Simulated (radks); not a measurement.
All-electron atom: the europium ion Eu29+ in [Ar] 3d10 4s2 4p4 (the NIST ground configuration). Method: scalar-relativistic Kohn-Sham, r2SCAN, spin-polarised, spherical densities, finite nucleus; open shells are filled with parallel spins first (spin-orbit coupling, left out, can overturn this in heavy ions); meta-GGA in the generalised Kohn-Sham scheme; Fermi nuclear charge, rms radius 5.1115 fm; computed with a radial shooting solver on a logarithmic mesh with Libxc functionals. Some entries of the table are withheld. Estimate them.

orbital,occ.,eigenvalue (eV),<r^2> (bohr^2),<r> (bohr)
1s up,1,-49480.25,0.0006795,0.02232
1s down,1,-49478.06,0.0006795,0.02232
2s up,1,-9008.104,0.01065,0.09498
2s down,1,-9007.632,0.01065,0.09498
2p up,3,-8138.306,0.008568,0.08379
2p down,3,-8136.842,0.008569,0.08379
3s up,1,-2751.542,0.06931,0.2464
3s down,1,-2750.314,0.06927,0.2464
3p up,3,-2478.705,0.06905,0.2443
3p down,3,-2477.038,0.06899,0.2442
3d up,5,-2120.452,0.05747,0.2216
3d down,5,-2118.682,0.05740,0.2215
4s up,1,(1),(2),0.5106
4s down,1,(3),(4),0.5111
4p up,3,-1121.580,0.3094,0.5237
4p down,1,-1112.447,0.3101,0.5242
4d up,0,-984.4590,0.3168,0.5270
4d down,0,-975.9226,0.3170,0.5271
5s up,0,-674.4984,0.8666,0.8798
5s down,0,-668.9758,0.8781,0.8857

Answer. 
(1) 4s up eigenvalue (eV): -1222.888
(2) 4s up <r^2> (bohr^2): 0.2924
(3) 4s down eigenvalue (eV): -1213.548
(4) 4s down <r^2> (bohr^2): 0.2930
